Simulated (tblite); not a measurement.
A tight-binding relaxation on `C(C=C)[Si]([SiH3])[SeH]` [radical].

Computed with GFN2-xTB geometry optimisation, gas phase (tblite 0.8.0). Start geometry: from a force field or distance geometry. The input is one job of a driver script: a line of settings, then coordinates in Å.

Command:
```bash
OMP_NUM_THREADS=1 python probes_run.py task.json out
```

Input:
```
{"job": {"kind": "relax", "xc": "GFN2-xTB", "basis": "xTB"}, "charge": 0, "multiplicity": 2}
C      2.186000    -1.107100    -0.138300
C      1.539000     0.083700    -0.013400
C      0.664900     0.616400    -1.071000
Si    -1.082500     0.906600    -0.571100
Si    -2.193500    -0.994700    -0.291700
Se    -1.375900     2.284600     1.188200
H      2.809200    -1.439700     0.671100
H      2.052000    -1.694900    -1.051900
H      1.731800     0.599000     0.932100
H      1.153300     1.533400    -1.484500
H      0.641600    -0.187700    -1.863200
H     -1.853700    -1.580900     1.014600
H     -1.777100    -1.944600    -1.334400
H     -3.638200    -0.774300    -0.345500
H     -0.861400     3.708300     0.831300
```

Output:
```
step      E/eV     max force
  0    -477.69717    2.739
  1    -477.92506    2.136
  2    -478.05989    0.865
  3    -478.12284    0.615
  4    -478.15479    0.491
  5    -478.18261    0.446
  6    -478.19683    0.311
  7    -478.20572    0.247
  8    -478.21430    0.247
  9    -478.22266    0.299
... (76 lines left out)
 86    -478.34736    0.036
 87    -478.34751    0.023
 88    -478.34761    0.020
 89    -478.34769    0.021
 90    -478.34776    0.017
 91    -478.34782    0.019
 92    -478.34785    0.017
 93    -478.34787    0.012
 94    -478.34790    0.010
 95    -478.34792    0.009
```

«max force» is the largest atomic force in eV/Å.

Question: From which step on does the largest force stay under 0.1 eV/Å, and how much energy is left to gain from there?

Answer: From step 52 (0.063 eV/Å), 16.0 meV above the end.

In short: energy lowered by 15.0 kcal/mol over 95 steps; largest atomic force 0.009 eV/Å at the end.

Question: Where do the atoms end?

Answer: 0.393 Å rms from the input after alignment:
```
atom  x, y, z in Å
C1     1.7522   -1.1371   -0.0512
C2     1.4461    0.1507   -0.0434
C3     0.7793    0.8582   -1.1622
Si4   -1.1181    0.9246   -0.7473
Si5   -2.0027   -1.1576   -0.1926
Se6   -1.2427    2.3191    1.1490
H7     2.2177   -1.6193    0.7905
H8     1.5636   -1.7557   -0.9137
H9     1.6389    0.7487    0.8387
H10    1.1822    1.8643   -1.2797
H11    0.9154    0.3174   -2.0974
H12   -1.5437   -1.7911    1.0451
H13   -1.6739   -2.0549   -1.3017
H14   -3.4579   -1.0240   -0.1118
H15   -0.4607    3.3648    0.5502
```

On one thread, Arm Neoverse V2 (aarch64), shared host with 96 logical CPUs at a one-minute load of 24, this took 0.61 s of wall time.
Labels such as C1 count atoms from 1, the log's own numbers from 0.
